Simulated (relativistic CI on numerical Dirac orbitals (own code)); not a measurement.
**Transition arrays of Rh IV**

Calculated at this level of theory: Dirac-Coulomb-Breit CI, separate exchange-only KLI orbitals for each configuration, QED by a radiative potential, valence Slater integrals scaled by 0.9, whole transition arrays (own radial code, finite nucleus).

Configuration list (outside the closed core [Ar] 3d10 4s2): 4p⁶4d⁶, 4p⁶4d⁵4f, 4p⁵4d⁷, 4p⁶4d⁵5p, 4p⁶4d⁵5f. Levels of other configurations are missing.

All E1 lines from the levels of 4p⁶4d⁶; mean and standard deviation are weighted by gf, and upper levels are sorted by their leading configuration.

```csv
Upper configuration,Lines,Σgf,Mean (eV),Mean (nm),σ (eV),Strongest line (nm)
4p⁶4d⁵4f,5116,265.3,31.88,38.885,1.73,38.653
4p⁵4d⁷,1718,929.4,55.55,22.319,4.40,19.954
4p⁶4d⁵5p,3245,157.3,18.53,66.919,1.33,65.253
4p⁶4d⁵5f,5824,508.8,37.30,33.240,1.89,31.959
```

Σgf per state of the lower configuration in bins of 2 nm over the central range (centre: value): 19: 0.21, 21: 1.61, 23: 1.66, 25: 0.76, 27: 0.17, 29: 0.02, 31: 0.55, 33: 1.23, 35: 0.58, 37: 0.24, 39: 0.74, 41: 0.20, 43: 0.11, 57: 0.02, 59: 0.02, 61: 0.02, 63: 0.06, 65: 0.16, 67: 0.21.

Problem. How do configuration mixing and the scaling of the Slater integrals move the arrays?

Solution. Slater scale 0.9, no configuration mixing: 4p⁶4d⁵4f 32.6 ± 1.4 eV (Σgf 579.3), 4p⁵4d⁷ 55.7 ± 4.2 eV (Σgf 570.2), 4p⁶4d⁵5p 18.6 ± 1.3 eV (Σgf 184.5), 4p⁶4d⁵5f 37.5 ± 1.5 eV (Σgf 348.1); Slater scale 1: 4p⁶4d⁵4f 32.2 ± 2.0 eV (Σgf 277.0), 4p⁵4d⁷ 56.0 ± 4.8 eV (Σgf 977.0), 4p⁶4d⁵5p 18.6 ± 1.5 eV (Σgf 155.1), 4p⁶4d⁵5f 37.4 ± 2.1 eV (Σgf 476.3); Slater scale 0.8: 4p⁶4d⁵4f 31.7 ± 1.5 eV (Σgf 267.5), 4p⁵4d⁷ 55.1 ± 4.0 eV (Σgf 882.4), 4p⁶4d⁵5p 18.5 ± 1.2 eV (Σgf 159.6), 4p⁶4d⁵5f 37.3 ± 1.6 eV (Σgf 526.6). With mixing, levels are counted to their leading configuration, so an array can shrink or vanish into another, and the sums then hold other lines.
